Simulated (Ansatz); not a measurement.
Ansatz (an electronic-structure program) job for B(F)(OH)(OSiH3) (BFH₄O₂Si), SMILES OB(F)O[SiH3], PBE0/def2-SVPD. Geometry: B3LYP-D3(BJ)/def2-SVP. The structure was generated by enumeration, and PubChem lists no compound with its InChIKey, so it may never have been made. Other conformers were not sampled.

Ansatz 0.2 input:
```yaml
crystal:
  periodic: [false, false, false]
  atoms:
    - {symbol: B, position_ang: [-0.04822972, -0.96302548, -0.00000000]}
    - {symbol: F, position_ang: [-0.81782175, -2.05739972, 0.00000000]}
    - {symbol: O, position_ang: [1.30586795, -1.08450917, -0.00000000]}
    - {symbol: H, position_ang: [1.60805200, -2.00108683, 0.00000000]}
    - {symbol: O, position_ang: [-0.63824072, 0.25180646, 0.00000000]}
    - {symbol: Si, position_ang: [0.00866554, 1.80195205, -0.00000000]}
    - {symbol: H, position_ang: [0.83673982, 2.01344400, -1.21887094]}
    - {symbol: H, position_ang: [0.83673982, 2.01344400, 1.21887095]}
    - {symbol: H, position_ang: [-1.14232256, 2.74021679, 0.00000000]}
basis:
  gaussian:
    orbitals: def2-SVPD
hamiltonian:
  xc: {name: PBE0}
```

It prints:

```
WARN ansatz: RAYON_NUM_THREADS=1 ignored (pool sized by the plan → 1); use --threads N
Functional definition: PBE0
integrals: 0.07 GiB planned
1215 factors; their error is unknown
mean field: 0.63 GiB planned
mean field evaluation 1: about -15409.4604 eV, gradient 6.5e1 eV
mean field evaluation 2: about -15400.5044 eV, gradient 9.6e1 eV
mean field evaluation 4: about -15416.4115 eV, gradient 4.5e0 eV
mean field evaluation 8: about -15416.4424 eV, gradient 4.0e-2 eV
mean field evaluation 16: about -15416.5378 eV, gradient 2.1e-5 eV
mean field -15416.53775584 eV, -566.5473128224 hartree, gradient 2.1e-5 eV, S^2 0.000000; 0 other end points of the search recorded, 0 dependent functions left out
reference -15416.53779701 eV, -566.5473143355 hartree; 24, 24 occupied and 121, 121 virtual orbitals, 1215 factors
Total energy: -15416.53779701 eV, -566.5473143355 hartree
```

The calculation finished and met its thresholds.

Cost: very roughly 5 core-seconds.
